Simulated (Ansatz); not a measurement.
Consider the ligand exchange at the Si–N bond: `N[Si](F)(F)Br` + `[OH][InH2]` → `F[Si](F)(Br)[O][InH2]` + NH₃.

Program: Ansatz. Geometries: PBE0-D4/def2-TZVP. ΔE: electronic, gas phase. CBS: MP2 limit from def2 TZ/QZ plus the TZ coupled-cluster correction, frozen cores. This one scheme is used for every species. DFT in def2-TZVPP. B3LYP here is the variant with VWN-RPA as its local correlation; programs differ in this. HSE06 is defined as in plane-wave codes. def2 core potentials past Kr. For Br, In outer-core shells are correlated without core-valence functions, which leaves a few kJ/mol of doubt a bond. Scalar relativity is left out up to krypton. Each species was taken in one conformer, which may not be the lowest.

```json
{"level": "LDA (SPW92)", "ΔE (kJ/mol)": "-67.2", "difference from CCSD(T)/CBS": "19.1"}
{"level": "PBE-D4", "ΔE (kJ/mol)": "-73.4", "difference from CCSD(T)/CBS": "12.9"}
{"level": "revPBE-D4", "ΔE (kJ/mol)": "-72.6", "difference from CCSD(T)/CBS": "13.7"}
{"level": "BLYP-D4", "ΔE (kJ/mol)": "-78.9", "difference from CCSD(T)/CBS": "7.4"}
{"level": "r2SCAN-D4", "ΔE (kJ/mol)": "-81.7", "difference from CCSD(T)/CBS": "4.6"}
{"level": "B97M-V", "ΔE (kJ/mol)": "-84.7", "difference from CCSD(T)/CBS": "1.6"}
{"level": "PBE0-D4", "ΔE (kJ/mol)": "-79.3", "difference from CCSD(T)/CBS": "7.0"}
{"level": "B3LYP-D4", "ΔE (kJ/mol)": "-83.6", "difference from CCSD(T)/CBS": "2.7"}
{"level": "r2SCAN0-D4", "ΔE (kJ/mol)": "-84.8", "difference from CCSD(T)/CBS": "1.5"}
{"level": "HSE06-D4", "ΔE (kJ/mol)": "-79.4", "difference from CCSD(T)/CBS": "6.9"}
{"level": "BHLYP-D4", "ΔE (kJ/mol)": "-92.5", "difference from CCSD(T)/CBS": "-6.2"}
{"level": "CAM-B3LYP-D4", "ΔE (kJ/mol)": "-83.1", "difference from CCSD(T)/CBS": "3.2"}
{"level": "ωB97M-V", "ΔE (kJ/mol)": "-82.0", "difference from CCSD(T)/CBS": "4.3"}
{"level": "B2PLYP", "ΔE (kJ/mol)": "-82.3", "difference from CCSD(T)/CBS": "4.0"}
{"level": "PBE-QIDH", "ΔE (kJ/mol)": "-83.1", "difference from CCSD(T)/CBS": "3.2"}
{"level": "PBE", "ΔE (kJ/mol)": "-70.5", "difference from CCSD(T)/CBS": "15.8"}
{"level": "revPBE", "ΔE (kJ/mol)": "-70.8", "difference from CCSD(T)/CBS": "15.5"}
{"level": "BLYP", "ΔE (kJ/mol)": "-74.1", "difference from CCSD(T)/CBS": "12.2"}
{"level": "r2SCAN", "ΔE (kJ/mol)": "-80.9", "difference from CCSD(T)/CBS": "5.4"}
{"level": "PBE0", "ΔE (kJ/mol)": "-76.4", "difference from CCSD(T)/CBS": "9.9"}
{"level": "B3LYP", "ΔE (kJ/mol)": "-78.8", "difference from CCSD(T)/CBS": "7.5"}
{"level": "r2SCANh", "ΔE (kJ/mol)": "-82.1", "difference from CCSD(T)/CBS": "4.2"}
{"level": "r2SCAN0", "ΔE (kJ/mol)": "-83.7", "difference from CCSD(T)/CBS": "2.6"}
{"level": "CAM-B3LYP", "ΔE (kJ/mol)": "-79.7", "difference from CCSD(T)/CBS": "6.6"}
{"level": "LC-ωPBE", "ΔE (kJ/mol)": "-75.8", "difference from CCSD(T)/CBS": "10.5"}
{"level": "RPA@PBE/def2-TZVPP", "ΔE (kJ/mol)": "-86.7", "difference from CCSD(T)/CBS": "-0.4"}
{"level": "HF/def2-SVP", "ΔE (kJ/mol)": "-96.7", "difference from CCSD(T)/CBS": "-10.4"}
{"level": "MP2/def2-SVP", "ΔE (kJ/mol)": "-88.5", "difference from CCSD(T)/CBS": "-2.2"}
{"level": "CCSD(T)/def2-SVP", "ΔE (kJ/mol)": "-89.0", "difference from CCSD(T)/CBS": "-2.7"}
{"level": "HF/def2-TZVPP", "ΔE (kJ/mol)": "-95.4", "difference from CCSD(T)/CBS": "-9.1"}
{"level": "MP2/def2-TZVPP", "ΔE (kJ/mol)": "-86.3", "difference from CCSD(T)/CBS": "0.0"}
{"level": "SCS-MP2/def2-TZVPP", "ΔE (kJ/mol)": "-88.0", "difference from CCSD(T)/CBS": "-1.7"}
{"level": "CCSD/def2-TZVPP", "ΔE (kJ/mol)": "-88.5", "difference from CCSD(T)/CBS": "-2.2"}
{"level": "CCSD(T)/def2-TZVPP", "ΔE (kJ/mol)": "-87.3", "difference from CCSD(T)/CBS": "-1.0"}
{"level": "HF/def2-QZVPP", "ΔE (kJ/mol)": "-96.7", "difference from CCSD(T)/CBS": "-10.4"}
{"level": "MP2/def2-QZVPP", "ΔE (kJ/mol)": "-86.2", "difference from CCSD(T)/CBS": "0.1"}
{"level": "SCS-MP2/def2-QZVPP", "ΔE (kJ/mol)": "-87.8", "difference from CCSD(T)/CBS": "-1.5"}
{"level": "HF/CBS(def2)", "ΔE (kJ/mol)": "-96.9", "difference from CCSD(T)/CBS": "-10.6"}
{"level": "MP2/CBS(def2)", "ΔE (kJ/mol)": "-85.3", "difference from CCSD(T)/CBS": "1.0"}
{"level": "CCSD/CBS(def2)", "ΔE (kJ/mol)": "-87.5", "difference from CCSD(T)/CBS": "-1.2"}
{"level": "CCSD(T)/CBS", "ΔE (kJ/mol)": "-86.3", "difference from CCSD(T)/CBS": "0"}
```

Largest T1 diagnostic among the species: 0.017.

The D4 term adds −4.8 kJ/mol with B3LYP and −2.9 kJ/mol with PBE0; it sums over pairs of atoms, weighted by their polarisabilities, and B3LYP, whose exchange is more repulsive, gets the larger term. Leaving LDA and LC-ωPBE aside and taking each functional with its dispersion term where it has one, the values spread over 20.0 kJ/mol, from BHLYP-D4 to revPBE-D4. LDA lies +3.3 kJ/mol from PBE without D4.

CCSD(T)/CBS has its own doubt, a few kJ/mol and more with outer-core shells, so smaller differences from it don't rank the levels.
